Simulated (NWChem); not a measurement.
System meant: C2H7Bi; SMILES [CH3][BiH][CH3]

Here is an NWChem input.

```
start job
memory heap 200 mb stack 900 mb global 1100 mb
geometry units angstroms noautoz
  Bi    -0.272286     0.005079     0.000000
  H     -0.374029    -1.794867     0.000000
  C      1.288862     0.007655    -1.657996
  H      0.811295    -0.274619    -2.606483
  H      1.704797     1.020942    -1.748134
  H      2.089736    -0.704000    -1.418673
  C      1.288862     0.007655     1.657996
  H      0.811295    -0.274619     2.606483
  H      2.089736    -0.704000     1.418673
  H      1.704797     1.020942     1.748134
end
basis spherical
  Bi library def2-svp
  H library def2-svp
  C library def2-svp
end
dft
  xc pbe0
  iterations 150
  mulliken
end
task dft energy
```

End of the output:

```
          Convergence Information
          -----------------------
          Convergence aids based upon iterative change in
          total energy or number of iterations.
          Levelshifting, if invoked, occurs when the
          HOMO/LUMO gap drops below (HL_TOL):  1.00D-02
          DIIS, if invoked, will attempt to extrapolate
          using up to (NFOCK): 10 stored Fock matrices.

                    Damping( 0%)  Levelshifting(0.5)       DIIS
                  --------------- ------------------- ---------------
          dE  on:    start            ASAP                start
          dE off:    2 iters        150 iters           150 iters

      Screening Tolerance Information
      -------------------------------
          Density screening/tol_rho:  1.00D-10
          AO Gaussian exp screening on grid/accAOfunc:  14
          CD Gaussian exp screening on grid/accCDfunc:  20
          XC Gaussian exp screening on grid/accXCfunc:  20
          Schwarz screening/accCoul:  1.00D-08

      Superposition of Atomic Density Guess
      -------------------------------------

      charge =      83.0 Bi (Bismuth)

      symmetry species            s     p     d     f
      number of basis functions =10     7     6     0
      number of cont. functions = 4     4     2     0
      number of closed shells   = 6     4     3     1
      number of open shells     = 0     1     0     0
      open shell occupation     = 0     3     0     0
 ------------------------------------------------------------------------
 atomscf:atomd: error in atom scf                   0
 ------------------------------------------------------------------------
 ------------------------------------------------------------------------
  current input line :
    25: task dft energy
 ------------------------------------------------------------------------
 ------------------------------------------------------------------------
 This error has not yet been assigned to a category
 ------------------------------------------------------------------------
 For more information see the NWChem manual at https://nwchemgit.github.io

0:atomscf:atomd: error in atom scf:Received an Error in Communication
```

Q: Find the fault in this run and fix the input.

A: The program stopped with an error. Cause: the def2 basis of a heavy element holds valence functions alone and wants its effective core potential (without it all electrons must fit into that basis). This input runs:
```
start job
memory heap 200 mb stack 900 mb global 1100 mb
geometry units angstroms noautoz
  Bi    -0.272286     0.005079     0.000000
  H     -0.374029    -1.794867     0.000000
  C      1.288862     0.007655    -1.657996
  H      0.811295    -0.274619    -2.606483
  H      1.704797     1.020942    -1.748134
  H      2.089736    -0.704000    -1.418673
  C      1.288862     0.007655     1.657996
  H      0.811295    -0.274619     2.606483
  H      2.089736    -0.704000     1.418673
  H      1.704797     1.020942     1.748134
end
basis spherical
  * library def2-svp
end
ecp
  Bi library def2-ecp
end
dft
  xc pbe0
  iterations 150
  mulliken
end
task dft energy
```
It converges to -294.86593 Ha (PBE0/def2-SVP with def2 effective core potentials on Bi).
